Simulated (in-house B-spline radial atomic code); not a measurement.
Checks on a self-consistent run for I²⁺, [Kr] 4d10 5s2 5p3. Level of theory: non-relativistic Hartree-Fock, spin-polarised, averaged over the determinants with the given up and down occupations, point nucleus; calculated with a B-spline radial code for spherical atoms.

```csv
orbital,q,ε (Eh),<1/r>,<r²>
1s up,1,-1177.93604,52.4706,0.00110003
1s down,1,-1177.92741,52.4708,0.00110001
2s up,1,-181.69275,12.065,0.0178609
2s down,1,-181.68893,12.0651,0.0178602
2p up,3,-170.40587,12.0455,0.0134569
2p down,3,-170.39779,12.0451,0.0134578
3s up,1,-38.67836,4.42161,0.121333
3s down,1,-38.66893,4.42139,0.121319
3p up,3,-33.86728,4.33771,0.116314
3p down,3,-33.85345,4.33666,0.116354
3d up,5,-25.02769,4.19427,0.0978271
3d down,5,-25.02187,4.19446,0.0978114
4s up,1,-7.99117,1.78406,0.665613
4s down,1,-7.96620,1.7817,0.66593
4p up,3,-6.21991,1.68081,0.734983
4p down,3,-6.19010,1.67696,0.73651
4d up,5,-3.14244,1.43759,0.974849
4d down,5,-3.12274,1.44653,0.953834
5s up,1,-1.59647,0.643214,4.38741
5s down,1,-1.30149,0.647265,4.42208
5p up,3,-1.10837,0.566899,5.60019
```

Electron-electron repulsion V_ee = 2553.8370 hartree, kinetic energy T = 6916.9868 hartree.

Task: What total energy follows from the eigenvalues?

Result: The eigenvalues count the repulsion twice, so E = Σqε - V_ee = -4363.150 - 2553.837 = -6916.987 hartree; the run printed -6916.987.

Task: What is the virial ratio?

Result: -V/T = (T - E)/T = 2.000000; at the Hartree-Fock limit it is 2.

Task: What diamagnetic shielding (Lamb formula) and susceptibility (Langevin formula) do the radii give?

Result: σ = (α²/3)Σq<1/r> = 309.204/(3·137.036²) = 5488.5 ppm, and χ = -0.79199×10⁻⁶·Σq<r²> = -34.08×10⁻⁶ cm³/mol with Σq<r²> = 43.037 bohr². Both are non-relativistic formulas without the paramagnetism of open shells; for so heavy an element the full relativistic shielding is larger by tens of per cent.
